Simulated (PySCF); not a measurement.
Fractional electron number in Zn (zinc, neutral)

The 4s beta orbital of [Ar] 3d10 4s2 is emptied in steps (occupation f), with all orbitals relaxed, ending at [Ar] 3d10 4s1. All numbers are calculated (PySCF 2.14, no relativity, point nucleus, in def2-TZVP). The exact energy is a straight line in f; departures are measured from the line between the end points of the same method.

```tsv
f	UHF (eV)	LDA (eV)	PBE (eV)	PBE0 (eV)	r2SCAN (eV)	LC-wPBE (eV)	BHandHLYP (eV)	wB97X (eV)	HSE06 (eV)	CAM-B3LYP (eV)
1	0.000	0.000	0.000	0.000	0.000	0.000	0.000	0.000	0.000	0.000
0.8	0.050	-0.587	-0.575	-0.409	-0.499	-0.004	-0.280	-0.100	-0.466	-0.240
0.6	0.071	-0.885	-0.869	-0.616	-0.747	-0.005	-0.425	-0.153	-0.698	-0.365
0.4	0.068	-0.889	-0.875	-0.618	-0.744	-0.008	-0.431	-0.151	-0.699	-0.371
0.2	0.043	-0.595	-0.586	-0.413	-0.497	-0.010	-0.293	-0.087	-0.468	-0.252
0	0.000	0.000	0.000	0.000	0.000	0.000	0.000	0.000	0.000	0.000
```

Question: For r2SCAN, how does the orbital energy at f = 1 compare with the removal energy?

Answer: −ε = 6.071 eV against a total-energy difference of 9.203 eV. By Janak's theorem ε = ∂E/∂f, so the gap between them reflects the curvature. Along the path −ε is 7.338 (f = 0.8), 8.589 (f = 0.6), 9.834 (f = 0.4), 11.060 (f = 0.2) eV.

```csv
method,E(f=0) − E(f=1) (eV),−ε at f=1 (eV),−ε at f=0.4 (eV)
UHF,7.636,7.966,7.563
LDA,9.710,6.063,10.435
PBE,9.403,5.832,10.104
PBE0,9.094,6.553,9.598
r2SCAN,9.203,6.071,9.834
LC-wPBE,8.952,8.921,8.938
BHandHLYP,8.976,7.245,9.301
wB97X,9.400,8.793,9.561
HSE06,9.148,6.236,9.719
CAM-B3LYP,9.336,7.854,9.612
```

As f goes to zero the orbital energy of a semilocal functional can turn back, because the density of that orbital vanishes from the exchange-correlation potential.

Reference removal energy between the ground levels: 9.394 eV (measured; NIST Atomic Spectra Database, ionization energies). UHF lacks correlation.
